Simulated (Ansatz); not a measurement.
Species: sum formula ZrOF, net charge 0, doublet state. The spin state was set by rule; other spins were not relaxed. 
Geometry from a B3LYP-D3(BJ)/def2-TZVP (Ansatz, a first-principles code) optimisation:
```xyz
3

Zr     0.1691    -0.1198     0.2485
O      0.9725    -0.0288    -1.2913
F     -1.6162     0.5582     0.0433
```
Charge 0, spin multiplicity 2.

Basis-set convergence of Hartree-Fock and CCSD correlation energies (hartree) with Ansatz. Cores are frozen in the correlated levels unless marked. Open shells are spin-unrestricted. No spin-orbit coupling. The frozen core is the preceding noble-gas configuration, with the filled d and f shells of earlier blocks. Past Kr the def2 sets carry scalar-relativistic core potentials.

| basis | functions | E(HF) | E(corr, CCSD) |
|---|---|---|---|
| def2-SVPD | 80 | -220.76919 | -0.48801 |
| def2-TZVPPD | 136 | (withheld) | (withheld) |

Problem. What belongs in the gaps?

Solution. 
- def2-TZVPPD, E(HF): -220.99415
- def2-TZVPPD, E(corr, CCSD): -0.59171
